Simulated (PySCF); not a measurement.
C₇H₁₁ (doublet state).
Structure used (GFN2-xTB), in Å, numbered top down from 1:
```xyz
18
C7H11 angstrom
C     -0.4171    2.5319    0.5501
C     -0.3840    1.3628    0.2963
C     -0.3485   -0.0532   -0.0278
C     -0.3429   -0.8748    1.2639
C     -1.5755   -0.4024   -0.8757
C      0.9503   -0.3553   -0.8541
C      2.1890   -0.0512   -0.1305
H     -0.4461    3.5555    0.7785
H     -1.2401   -0.6722    1.8456
H      0.5268   -0.6213    1.8664
H     -0.3101   -1.9376    1.0323
H     -1.5938    0.1933   -1.7861
H     -2.4879   -0.2021   -0.3172
H     -1.5585   -1.4559   -1.1478
H      0.8844    0.2556   -1.7617
H      0.9185   -1.4096   -1.1364
H      2.7683   -0.8267    0.3308
H      2.4583    0.9693    0.0617
```

The hyperfine couplings belong to this conformer and change with its torsions.

The species is `C#CC(C)(C)C[CH2]` [radical].

Theory: UKS B3LYP, pcH-1 on C H, non-relativistic, mean-field spin-orbit, GIAO (PySCF). Geometry: GFN2-xTB, one conformer, isolated molecule. The geometry wasn't refined by DFT: couplings that depend on bond lengths, twists or pyramidal angles can differ widely from those at the functional's own minimum. Stability of the SCF solution: not tested.

Problem. The isotropic 13C couplings are +93.2, +75.2, -33.4, -3.6, +1.1 MHz. Assign them to C1; C2; C3; C6; C7.

Solution. 
| site | a_iso (MHz) | ρ(0) (bohr⁻³) | position | distance from C7 (Å) | spin population | largest \|T\| (MHz) |
| --- | --- | --- | --- | --- | --- | --- |
| C1 | +1.1 | +0.0009 | 4 bonds from C7 | 3.73 | 0.00 | 0.7 |
| C2 | -3.6 | -0.0032 | 3 bonds from C7 | 2.97 | -0.01 | 1.4 |
| C3 | +75.2 | +0.0669 | 2 bonds from C7 | 2.54 | +0.06 | 13.7 |
| C6 | -33.4 | -0.0297 | 1 bond from C7 | 1.47 | -0.09 | 2.6 |
| C7 | +93.2 | +0.0829 | largest spin population | 0.00 | +1.07 | 161.1 |

ρ(0) is the spin density at the nucleus and T the dipolar tensor; entries for several nuclei are means. The largest Mulliken spin populations are on C7 (+1.07) and C6 (-0.09). C7 is the only atom above +0.15. The positive populations add up to 1.19 and the negative ones to -0.19, together 2S = 1. The angles at C7 add up to 359.5°, so it is planar; its axial dipolar tensor and the negative couplings of its protons fit spin in a p orbital normal to that plane.

The spin density at the nucleus, in bohr⁻³, is negative for C6 (-0.0297), H17/H18 (-0.0140) and C2 (-0.0032), for instance. A restricted open-shell determinant has no negative spin density anywhere; here it arises because α and β orbitals differ (spin polarisation).

Class means assume fast exchange of nuclei equivalent by connectivity; if that motion is slow, each nucleus keeps its own coupling. The six 1H nuclei of mean +0.9 MHz run from -1.0 to 5.1 MHz in the frozen geometry. The 1H value of +43.0 MHz is a mean of couplings from 10.4 to 75.6 MHz in this one geometry, not an average over conformers.

Hardware: one thread, Arm Neoverse V1 (aarch64), shared host with 32 logical CPUs at a one-minute load of 22. Cost: 77 s wall (with the writing of density and orbital grids), 1.0 GiB resident at most.
